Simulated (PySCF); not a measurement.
## PBE on Pt+ (platinum, charge +1)

Configuration: [Xe] 4f14 5d9, 2D determinant. Calculation: PySCF 2.14, in aug-cc-pVTZ-PP with ECP60MDF (6s6p5d3f2g, 88 functions); a scalar-relativistic core potential.

```json
{
  "Total energy": "-119.0691 hartree",
  "One-electron energy": "-202.9149 hartree",
  "Hartree (Coulomb) energy": "95.3050 hartree",
  "Exchange-correlation energy": "-11.4592 hartree",
  "⟨S²⟩": "0.9927",
  "⟨L²⟩": "6.846",
  "Sum of ⟨r⟩": "23.80 bohr",
  "Sum of ⟨r²⟩": "40.28 bohr²",
  "Traceless quadrupole moment −½Σ⟨3z² − r²⟩ along its main axis": "-0.301 e·bohr²"
}
```

| shell | electrons | mean orbital energy (eV) | spread (eV) | rms radius, mean of both spins (bohr) |
| --- | --- | --- | --- | --- |
| 5s α | 1 | -110.00 | 0 | 1.02 |
| 5s β | 1 | -109.45 | 0 | 1.02 |
| 5p α | 3 | -65.117 | 1.058 | 1.19 |
| 5p β | 3 | -64.474 | 0.304 | 1.19 |
| 5d α | 5 | -14.940 | 1.341 | 1.82 |
| 5d β | 4 | -14.338 | 0.230 | 1.82 |

Energies and moments cover only the electrons outside the core potential. Spin-orbit coupling, absent here, splits the open shell strongly. ⟨S²⟩ = 0.99 against 0.75 shows spin contamination.
